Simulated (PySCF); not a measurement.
Bond curve of KI

Set-up: PySCF, scalar-relativistic core potentials, basis sets K def2-SVP, I def2-SVP with ECP28. Energies in eV from K + I in their ground configurations at the same level. State: ¹Σ⁺ (singlet), closed shell.

All columns are PBE0. A positive dipole means K(−)I(+).

| R (Å) | E (eV) | μ (D) | Mulliken charge on K (basis-dependent) | HOMO (eV) | LUMO (eV) | Mayer bond order | ⟨S²⟩ |
| --- | --- | --- | --- | --- | --- | --- | --- |
| 2.650 | -2.829 | -9.32 | 0.66 | -5.73 | -1.31 | 0.65 | 0.00 |
| 2.773 | -3.143 | -9.83 | 0.67 | -5.60 | -1.38 | 0.63 | 0.00 |
| 2.896 | -3.309 | -10.35 | 0.67 | -5.47 | -1.45 | 0.62 | 0.00 |
| 2.989 | -3.364 | -10.74 | 0.67 | -5.38 | -1.50 | 0.62 | 0.00 |
| 3.081 | -3.378 | -11.14 | 0.67 | -5.29 | -1.56 | 0.62 | 0.00 |
| 3.173 | -3.360 | -11.54 | 0.67 | -5.20 | -1.61 | 0.62 | 0.00 |
| 3.297 | -3.304 | -12.08 | 0.67 | -5.09 | -1.69 | 0.62 | 0.00 |
| 3.451 | -3.197 | -12.76 | 0.67 | -4.95 | -1.78 | 0.61 | 0.00 |
| 3.636 | -3.039 | -13.59 | 0.68 | -4.80 | -1.89 | 0.59 | 0.00 |
| 3.882 | -2.805 | -14.72 | 0.69 | -4.60 | -2.04 | 0.56 | 0.00 |

A fit through these points gives, at Re = 3.071 Å, μ = -11.10 D and dμ/dR = -4.30 D/Å; the reduced mass is 29.81 u.

**Question.** How strong is the fundamental in the double-harmonic approximation, I = 42.26·(dμ/dR)²/μred km/mol?

**Answer.** I = 42.26·(-4.30)²/29.81 = 26.2 km/mol at PBE0.

Spin–orbit coupling is left out, which matters for elements this heavy, above all for dissociation energies.
